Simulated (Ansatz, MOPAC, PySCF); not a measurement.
Process, species as SMILES: N[SiH](N)N -> [NH-][SiH](N)N + H+

Quantity: gas-phase deprotonation energy (enthalpy at 298 K), in kcal/mol. Set-up: PM7 with its own dispersion and hydrogen-bond terms; dispersion terms only where a functional's name holds one; 6-31G* and kin with 6d, 5d where marked; non-relativistic; no spin-orbit coupling; 6-311+G** with 5d, 6d on Na to Ar in Ansatz (an electronic-structure program); valence correlation only. CBS marks a two-point X^-3 extrapolation of the correlation energy; Hartree-Fock from the larger set. Ab initio and DFT rows: single points at B3LYP-D3(BJ) geometries (Ansatz), with unscaled harmonic terms from B3LYP/6-31G* (Ansatz) at its own minima. Semi-empirical rows: MOPAC heats of formation at their own minima for 298 K, the proton's as measured. Sets without +, aug- or the D of def2-TZVPD hold no diffuse functions, which anions need.

Coupled cluster (Ansatz) is a level with limits of its own, used here on species with T1 under 0.025 (0.045 for open shells) and stable references: CCSD(T)/CBS(aug-cc-pV(T+d)Z,aug-cc-pV(Q+d)Z).

Value to compare with, CCSD(T)/CBS(aug-cc-pV(T+d)Z,aug-cc-pV(Q+d)Z) (Ansatz): 380.5 kcal/mol.

```tsv
level	program	gas-phase deprotonation energy (enthalpy at 298 K) (kcal/mol)	difference
PM7	MOPAC	365.7	-14.8
MNDO	MOPAC	399.2	18.7
HF/6-311+G**	Ansatz	392.5	12.0
PBE/def2-SVP	Ansatz	390.4	9.9
BP86/6-31G* (5d)	PySCF	389.1	8.6
B3LYP/6-31G*	Ansatz	392.6	12.1
B3LYP/6-31G**	Ansatz	394.8	14.3
B3LYP/6-311+G**	Ansatz	381.2	0.7
PBE0/6-31G*	Ansatz	392.7	12.2
B3LYP/def2-TZVPD	Ansatz	380.8	0.3
B2PLYP-D3(BJ)/def2-TZVPD	Ansatz + dftd3	379.8	-0.7
```

Among the 9 habitual levels, MNDO lies farthest from CCSD(T)/CBS(aug-cc-pV(T+d)Z,aug-cc-pV(Q+d)Z) (Ansatz) (18.7 kcal/mol) and B3LYP/6-311+G** nearest (0.7); 8 of 9 lie above it, and their mean absolute difference is 11.5 kcal/mol, the median 12.1. One case shows no general order.

The levels are drawn from those run, B3LYP/6-31G* more often than the rest, none by its result; left out are runs that failed, that the program found above a lower state of the same kind, or whose <S^2> lies over 0.5 above the pure value.
